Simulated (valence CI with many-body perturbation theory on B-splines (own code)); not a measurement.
# Mo²¹⁺: what the settings do

Computed by configuration interaction combined with many-body perturbation theory (CI+MBPT): three valence electrons over a frozen Dirac-Fock core [Ar], a basis of 6 s, 6 p, 5 d, 5 f, 1 g functions for each j, with the one-electron correlation potential Σ1, the two-electron term Σ2, the three-electron term Σ3, Breit, model QED; selected CI, second order for the rest, scaled by the run's own slope (own B-spline code, finite nucleus).

No measured levels were compared; by estimate terms of the open shell hold to 2 to 4 % of their energy, and close levels can change places. Only levels of the ground parity were solved; by the run's estimate the other parity begins above the list, which can be wrong where configurations are misplaced.

The reference run has the lowest level 3d3 4F_3/2 and an ionisation energy of 953.599 eV. Its largest variational space holds 2221 state functions.

Names give the largest LS component (configuration and term), which can be under half, so a name can repeat, a term be missing and a line seem to break the LS rules; names also repeat where a configuration has a term twice. Letters in brackets count levels of one name in rising energy.

Changed runs:
A. correlating orbitals by l 3 3 3 3 1 → 4 4 0 0 0
B. scale of Σ2 1 → 0.8
C. selection threshold (hartree) 2e-08 → 2e-07
D. Davidson tolerance 2e-05 → 0.03 (bad on purpose)

Excitation energies of the reference run in cm⁻¹, and shifts in cm⁻¹:

```csv
Level,Reference,A,B,C,D
3d3 4F_5/2,16966,-179,-97,0,0
3d3 4F_7/2,32674,-164,-123,0,0
3d3 4F_9/2,45479,+20,-102,0,0
3d3 4P_3/2,59355,+1181,+755,0,0
3d3 4P_1/2,65891,+935,+795,0,0
3d3 2G_7/2,81656,+1037,+136,0,0
3d3 2H_9/2,85308,+968,+71,0,0
3d3 4P_5/2,88990,+867,+684,0,0
3d3 2D_3/2 [a],100559,+1437,+578,0,0
3d3 2P_1/2,107624,+1577,+764,0,0
3d3 2H_11/2,116721,+1278,+71,-0.1,0
3d3 2D_5/2 [a],124075,+1749,+627,0,0
Ionisation energy (eV),953.599,-0.085,-0.964,0,0
```

No effect on these energies: D.
